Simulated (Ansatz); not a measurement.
```yaml
crystal:
  periodic: [false, false, false]
  atoms:
    - {symbol: C, position_ang: [0.364811, 1.967521, 0.769387]}
    - {symbol: C, position_ang: [-0.132958, 2.072199, -0.527696]}
    - {symbol: C, position_ang: [-0.464613, 0.945710, -1.280662]}
    - {symbol: C, position_ang: [-0.267905, -0.270947, -0.661918]}
    - {symbol: C, position_ang: [0.227902, -0.375218, 0.629875]}
    - {symbol: C, position_ang: [0.559221, 0.730595, 1.384332]}
    - {symbol: C, position_ang: [0.171824, -1.885845, 0.626404]}
    - {symbol: C, position_ang: [-0.386747, -1.768042, -0.834144]}
    - {symbol: H, position_ang: [0.606528, 2.875268, 1.311218]}
    - {symbol: H, position_ang: [-0.264499, 3.058469, -0.958953]}
    - {symbol: H, position_ang: [-0.851140, 1.043970, -2.289135]}
    - {symbol: H, position_ang: [0.947873, 0.666023, 2.394707]}
    - {symbol: H, position_ang: [-0.520366, -2.332885, 1.343619]}
    - {symbol: H, position_ang: [1.135216, -2.394490, 0.706652]}
    - {symbol: H, position_ang: [0.253959, -2.205855, -1.603031]}
    - {symbol: H, position_ang: [-1.401906, -2.149174, -0.966355]}
basis:
  gaussian: {orbitals: pcseg-2}
hamiltonian: {xc: {name: HF}}
correlation: {active_space: {window: {electrons: 3, orbitals: 2}}}
scf: {lower_state_search: off}
```

```sh
$ ansatz run in.yaml --threads 2 --pin off --events-out ev --progress --plain --max-ram 20480MiB --backend cuda --devices 0, --max-vram 18GiB
```

It prints (some lines left out):

```
Functional definition: HF
2096 factors; integrals over basis functions are off by at most 1.1e-3 eV
mean field evaluation 1: about -8365.4132 eV, gradient 4.4e1 eV
mean field evaluation 2: about -8365.9038 eV, gradient 4.4e1 eV
mean field evaluation 4: about -8371.5061 eV, gradient 6.1e0 eV
mean field evaluation 8: about -8371.6130 eV, gradient 4.0e-1 eV
mean field -8371.61342824 eV, -307.6511190043 hartree, gradient 1.9e-6 eV, S^2 0.000000; 0 other end points of the search recorded, 0 dependent functions left out
reference -8371.61342824 eV, -307.6511190043 hartree; 28, 28 occupied and 324, 324 virtual orbitals, 2096 factors
Error: 3 electrons in 2 orbitals form no window around the highest filled level of the reference
```

(1) What is wrong with this run?

Results:

(1) The active space doesn't fit the electrons. The run stopped with an error.
